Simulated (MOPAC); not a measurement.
MOPAC input (PM7):

```
PM7 1SCF UHF MS=0.5 GEO-OK AUX(PRECISION=9) THREADS=1
Br2ClSi

Cl   -0.56268900 1    2.26972000 1   -0.12604800 1
Si   -0.09964300 1    0.40227100 1    0.61204100 1
Br    1.93611000 1   -0.19052000 1   -0.09203500 1
Br   -1.62294700 1   -1.07282400 1   -0.09155800 1
```

Output:

```
 *******************************************************************************
 **                                                                           **
 **                              MOPAC v23.2.5                                **
 **                                                                           **
 *******************************************************************************
 ** MOPAC's Digital Object Identifier: https://doi.org/10.5281/zenodo.6511958 **
 **                                                                           **
 ** Please cite the open-source release paper for use of this MOPAC version:  **
 ** J. E. Moussa and J. J. P. Stewart (2026)                                  **
 ** MOPAC: An open-source semiempirical molecular orbital program             **
 ** J. Open Source Softw., 11(119), 8025, https://doi.org/10.21105/joss.08025 **
 *******************************************************************************

                              PM7 CALCULATION RESULTS

 *******************************************************************************
 *  PM7        - The PM7 Hamiltonian to be used
 *  GEO-OK     - OVERRIDE INTERATOMIC DISTANCE AND OTHER SAFETY CHECKS
 *  UHF        - UNRESTRICTED HARTREE-FOCK CALCULATION
 *  MS=        - IN MECI, MAGNETIC COMPONENT OF SPIN =  0.5
 *  1SCF       - DO 1 SCF AND THEN STOP
 *  AUX        - OUTPUT AUXILIARY INFORMATION
 *******************************************************************************
PM7 1SCF UHF MS=0.5 GEO-OK AUX(PRECISION=9) THREADS=1
 Br2ClSi

   ATOM   CHEMICAL          X               Y               Z
  NUMBER   SYMBOL      (ANGSTROMS)     (ANGSTROMS)     (ANGSTROMS)

     1      Cl         -0.56268900  *   2.26972000  *  -0.12604800  *
     2      Si         -0.09964300  *   0.40227100  *   0.61204100  *
     3      Br          1.93611000  *  -0.19052000  *  -0.09203500  *
     4      Br         -1.62294700  *  -1.07282400  *  -0.09155800  *

          CARTESIAN COORDINATES

    NO.       ATOM           X           Y           Z

     1        Cl         -0.5627      2.2697     -0.1260
     2        Si         -0.0996      0.4023      0.6120
     3        Br          1.9361     -0.1905     -0.0920
     4        Br         -1.6229     -1.0728     -0.0916

 General Reference for PM7:
 "Optimization of Parameters for Semiempirical Methods VI: More Modifications to the
 NDDO Approximations and Re-optimization of Parameters", J. J. P. Stewart, J. Mol. Mod., 1:32, 19 (2013)
 https://link.springer.com/article/10.1007/s00894-012-1667-x

           Empirical Formula: Cl Si Br2  =     4 atoms

      MOLECULAR POINT GROUP   :   Cs

          UHF CALCULATION, NO. OF ALPHA ELECTRONS =   13
                           NO. OF BETA  ELECTRONS =   12

 -------------------------------------------------------------------------------
 PM7 1SCF UHF MS=0.5 GEO-OK AUX(PRECISION=9) THREADS=1
 Br2ClSi

     1SCF WAS SPECIFIED, SO BFGS WAS NOT USED
     SCF FIELD WAS ACHIEVED

                              PM7 CALCULATION
                                                       MOPAC v23.2.5 Linux

          FINAL HEAT OF FORMATION =        -58.63952 KCAL/MOL =    -245.34773 KJ/MOL

          COSMO AREA              =        139.52 SQUARE ANGSTROMS
          COSMO VOLUME            =        134.99 CUBIC ANGSTROMS

          IONIZATION POTENTIAL    =         10.148368 EV
          ALPHA SOMO LUMO (EV)    =        -10.148 -1.694
          BETA  SOMO LUMO (EV)    =        -10.653 -2.839
          NO. OF ALPHA ELECTRONS  =         13
          NO. OF BETA  ELECTRONS  =         12
          MOLECULAR WEIGHT        =        223.3465         POINT GROUP:  Cs

          MOLECULAR DIMENSIONS (Angstroms)

            Atom       Atom       Distance
           Br     4   Br     3     3.66679
           Br     3   Cl     1     2.98941
           Br     4   Si     2     0.71600

          SCF CALCULATIONS        =          1

   ATOM   CHEMICAL          X               Y               Z
  NUMBER   SYMBOL      (ANGSTROMS)     (ANGSTROMS)     (ANGSTROMS)

     1      Cl         -0.56268900  *   2.26972000  *  -0.12604800  *
     2      Si         -0.09964300  *   0.40227100  *   0.61204100  *
     3      Br          1.93611000  *  -0.19052000  *  -0.09203500  *
     4      Br         -1.62294700  *  -1.07282400  *  -0.09155800  *

                             CARTESIAN COORDINATES

   1   Cl       -0.562689000     2.269720000    -0.126048000
   2   Si       -0.099643000     0.402271000     0.612041000
   3   Br        1.936110000    -0.190520000    -0.092035000
   4   Br       -1.622947000    -1.072824000    -0.091558000

           Empirical Formula: Cl Si Br2  =     4 atoms

      MOLECULAR POINT GROUP   :   Cs

          ALPHA EIGENVALUES
 -27.10580 -26.48256 -25.85799 -15.35407 -13.99592 -13.59479 -13.37962 -11.87998
 -11.85454 -11.15302 -11.07237 -10.70809 -10.14837  -1.69359  -1.61810   2.23414
  19.08622  19.12720  19.19131  19.79987  20.25744  69.19756  69.27593  69.33503
  69.65714  69.65998 251.88783 252.62823 252.78868 254.69788 254.74417 255.46004
 255.52122 256.98140 257.13686 257.78929

           BETA EIGENVALUES
 -27.08335 -26.42842 -25.69904 -15.39473 -13.96297 -13.55660 -12.36568 -11.83677
 -11.48996 -11.05437 -10.88839 -10.65288  -2.83949  -1.59533  -1.51732   2.59051
  19.40841  19.41549  19.51544  20.02426  20.44651  69.20617  69.30622  69.33420
  69.68850  69.69254 251.97144 252.68850 252.95450 254.89390 254.94364 255.60403
 255.68145 257.03954 257.32747 257.90722

              NET ATOMIC CHARGES AND DIPOLE CONTRIBUTIONS

  ATOM NO.   TYPE          CHARGE      No. of ELECS.   s-Pop       p-Pop       d-Pop
    1         Cl          -0.117974        7.1180     1.97975     5.13489     0.00333
    2         Si           0.189197        3.8108     0.76984     2.80444     0.23653
    3         Br          -0.035612        7.0356     1.90616     5.12744     0.00201
    4         Br          -0.035611        7.0356     1.90616     5.12744     0.00201
 DIPOLE           X         Y         Z       TOTAL
 POINT-CHG.     0.175    -0.704     0.659     0.980
 HYBRID        -0.056     0.227     0.691     0.730
 SUM            0.118    -0.477     1.350     1.437

          ATOMIC ORBITAL ELECTRON POPULATIONS

     Atom    s        px        py        pz      x^2-y^2     xz        z^2       yz        xy
    1 Cl   1.97975   1.90228   1.41201   1.82061   0.00101   0.00008   0.00063   0.00045   0.00117
    2 Si   0.76984   0.83785   0.81681   1.14978   0.06137   0.03950   0.03038   0.03290   0.07238
    3 Br   1.90616   1.40790   1.88866   1.83088   0.00061   0.00051   0.00029   0.00008   0.00052
    4 Br   1.90616   1.63829   1.65817   1.83098   0.00049   0.00030   0.00029   0.00028   0.00064

                    (SZ)    =    0.500000
                    (S**2)  =    0.752567

          ATOMIC ORBITAL SPIN POPULATIONS

    Atom   Total    s     px     py     pz   x^2-y^2  xz     z^2    yz     xy
         Atomic
    1 Cl  0.0397  0.001  0.001  0.012  0.026  0.000  0.000 -0.000  0.000  0.000
    2 Si  0.8758  0.095  0.013  0.012  0.759  0.000 -0.001 -0.000 -0.001  0.000
    3 Br  0.0422  0.001  0.004 -0.000  0.038  0.000  0.000  0.000  0.000  0.000
    4 Br  0.0422  0.001  0.003  0.000  0.038  0.000  0.000  0.000  0.000  0.000

 **********************
 *                    *
 * JOB ENDED NORMALLY *
 *                    *
 **********************

 == MOPAC DONE ==
```

The geometry given is a B3LYP-D3(BJ)/def2-TZVP minimum.
